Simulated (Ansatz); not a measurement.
Process, species as SMILES: NB(N)F → N[B]N + F atom (the B-F bond at the site shown breaks; other sites are not compared here)
Each molecule is optimised on its own at B3LYP-D3(BJ)/def2-TZVP (Ansatz, an electronic-structure program), one conformer each, not searched for the lowest.

Wanted: bond dissociation energy (electronic energy difference), in kcal/mol. Cores are frozen in the correlated levels unless marked. UHF or UKS for open shells. Spin-orbit coupling is left out. Non-relativistic. CBS marks a two-point X^-3 extrapolation of the correlation energy; Hartree-Fock from the larger set. The bracket is a focal-point correction in the basis named.

| level | program | bond dissociation energy (kcal/mol) | minus last row |
|---|---|---|---|
| BLYP-D4/def2-TZVPD | Ansatz + dftd4 | 167.0 | -4.6 |
| revPBE-D4/def2-TZVPD | Ansatz + dftd4 | 163.1 | -8.5 |
| B3LYP-D4/def2-TZVPD | Ansatz + dftd4 | 166.7 | -4.9 |
| PBE0/STO-3G | Ansatz | 168.1 | -3.5 |
| r2SCAN0-D4/def2-TZVPD | Ansatz + dftd4 | 162.2 | -9.4 |
| B2GP-PLYP-D3(BJ)/def2-TZVPD | Ansatz + dftd3 | 168.8 | -2.8 |
| B2GP-PLYP/def2-TZVPD | Ansatz | 168.6 | -3.0 |
| PBE-QIDH/def2-TZVPD | Ansatz | 167.4 | -4.2 |
| MP2/6-31G | Ansatz | 150.2 | -21.4 |
| RI-MP2/CBS(cc-pVTZ,cc-pVQZ) | Ansatz | 178.7 | 7.1 |
| CCSD(T)/cc-pwCVTZ | Ansatz | 168.4 | -3.2 |
| CCSD(T)/cc-pVQZ | Ansatz | 170.1 | -1.5 |
| CCSD(T) with core electrons/cc-pwCVTZ | Ansatz | 168.8 | -2.8 |
| RI-MP2/CBS(cc-pVTZ,cc-pVQZ)+[CCSD(T)-MP2]/cc-pVDZ | Ansatz | 172.6 | 1.0 |
| CCSD(T)/CBS(cc-pVTZ,cc-pVQZ) | Ansatz | 171.6 | 0.0 |
